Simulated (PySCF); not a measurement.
**Basis and Hamiltonian dependence of the excitation energy of Fe(2+)**

Fe(2+) [Ar] 3d6 (5D) → Fe(2+) [Ar] 3d5 4p1 (7P). All values are computed (PySCF 2.14, energy differences of UHF-based or UKS calculations, no spin-orbit coupling). Values in eV.

```csv
basis,Hamiltonian,functions,UHF,LDA,PBE0,MP2 (valence),CCSD(T) (valence),CCSD(T) (valence and next inner shell)
aug-cc-pVDZ,non-relativistic,59,8.866,10.591,10.392,9.969,9.944,n/a
ANO-RCC-VTZP,spin-free X2C,59,8.700,10.303,10.146,9.968,9.925,9.934
x2c-TZVPPall,spin-free X2C,64,8.474,10.283,10.036,9.730,9.696,9.807
def2-TZVPPD,non-relativistic,67,8.747,10.548,10.305,9.999,9.966,10.074
"x2c-TZVPPall with one added diffuse shell each of s, p, d, f type",spin-free X2C,80,8.473,10.280,10.032,9.729,9.694,9.803
aug-cc-pVTZ-DK,spin-free X2C,93,8.481,10.323,10.057,9.769,9.728,n/a
def2-QZVPPD,non-relativistic,100,8.774,10.607,10.347,10.095,10.053,n/a
dyall-av2z,non-relativistic,101,8.822,10.749,10.453,9.953,9.928,n/a
x2c-QZVPPall,spin-free X2C,103,8.497,10.341,10.078,9.824,n/a,n/a
"aug-cc-pVTZ with one added diffuse shell each of s, p, d, f, g type",non-relativistic,118,8.756,10.589,10.327,10.043,n/a,n/a
aug-cc-pwCVTZ-DK,spin-free X2C,127,8.489,10.341,10.072,9.872,n/a,n/a
aug-cc-pwCVTZ,non-relativistic,127,8.764,10.607,10.342,10.144,n/a,n/a
"x2c-QZVPPall with one added diffuse shell each of s, p, d, f, g type",spin-free X2C,128,8.497,10.341,10.077,9.826,n/a,n/a
aug-cc-pVQZ-DK,spin-free X2C,140,8.492,10.345,10.071,9.888,n/a,n/a
```

Frozen in the all-electron rows: valence: [Ar]; valence and next inner shell: [Ne].

Non-relativistic rows lack the scalar-relativistic shift.
